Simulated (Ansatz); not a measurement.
Molecule: sum formula BN2H3Br, charge 0, multiplicity 2. It need not be the lowest isomer of its formula. SMILES: [NH]B(N)Br
Coordinates optimised at B3LYP-D3(BJ)/def2-TZVP (Ansatz, a first-principles code):
```xyz
7

N      1.2904    -1.5254    -0.5496
B      0.0257    -1.0011    -0.1629
N     -1.1691    -1.7103    -0.1012
Br     0.0070     0.9465     0.1537
H      2.0379    -1.4923     0.1409
H     -1.2155    -2.6984    -0.2870
H     -2.0460    -1.2807     0.1365
```
Charge 0, spin multiplicity 2.

Wanted: atomisation energy (electronic, to ground-state atoms), in eV. Valence correlation only, unless marked. UHF or UKS for open shells. No spin-orbit coupling. Frozen are the shells of the preceding noble gas and the d and f shells that filled before the atom's block. Non-relativistic. The coupled-cluster limit lacks core correlation, which all-electron functionals hold. Basis-set limits of correlation are two-point, X^-3; Hartree-Fock from the larger set.

```csv
level,program,atomisation energy (eV)
HF/cc-pVTZ,Ansatz,17.48
```

Question: What does CCSD(T)/CBS(aug-cc-pVTZ,aug-cc-pVQZ) (Ansatz) give?

Answer: 25.18 eV, so HF/cc-pVTZ differs from it by -7.70 eV.
